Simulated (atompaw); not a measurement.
## Sr: PAW (atompaw) pseudisation with PBE, scalar-relativistic reference atom.

atompaw 4.2.0.5 input, output lines left out:

```
Sr 38
GGA-PBE scalarrelativistic loggrid 1500 logderivrange -6 5 276
5 5 4 0 0 0
5 0 0
5 1 0
4 2 0
0 0 0
c
c
c
v
v
c
c
v
v
c
v
2
2.75 2.60 2.00 2.25
n
n
y
1.2
n
custom rrkj vanderbiltortho sinc
bessel
2.10
2.75
2.15
2.75
2.75
2.75
```

(1) Estimate the cutoffs (Ry, on a coarse ladder) from which the occupation-weighted sum of valence levels, in a spherical-Bessel basis at the reference potential, stays within 10 and 1 mRy of its value at 400 Ry.

(2) What does a ghost test show?

(3) Is the overlap operator S = 1 + Σ q|β⟩⟨β| positive definite (Bessel basis up to 400 Ry)?

(4) Which valence shell sets the plane-wave cutoff?

Results:

(1) 18 Ry and 30 Ry.

(2) No extra level below or beside the all-electron valence levels (s, p, d, f tested).

(3) Yes: its lowest eigenvalue is 0.08 (p channel).

(4) 4p: its level needs 18 Ry to come within 1 mRy, against 12 Ry for 4s.
